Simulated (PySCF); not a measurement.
Computed IR spectrum (relative IR intensity) of a molecule C5H7F. Geometry: PBE-D3(BJ)/def2-SVP. Other conformers were not sampled. All values below come from PBE-D3(BJ)/def2-SVP (PySCF 2.14.0). Harmonic, unscaled wavenumbers; measured fundamentals usually lie a few per cent lower.

ν (cm⁻¹): 367 (vw), 593 (w), 793 (s), 816 (m), 854 (m), 918 (m), 954 (m), 958 (m), 1100 (vw), 1227 (vw), 1319 (vs), 1340 (w), 1348 (m), 1396 (w), 1407 (w), 1641 (s), 1692 (s), 2954 (m), 3019 (w), 3064 (w), 3100 (m), 3113 (vw) (against the strongest line: vs over 80 %, s over 45 %, m over 15 %, w over 4 %, vw less)

Identify the compound among the candidates.
A) C=C(F)/C=C/C
B) CC(C)=C=CF
C) C=CCC(=C)F
D) C=CC1(F)CC1

A, C=C(F)/C=C/C
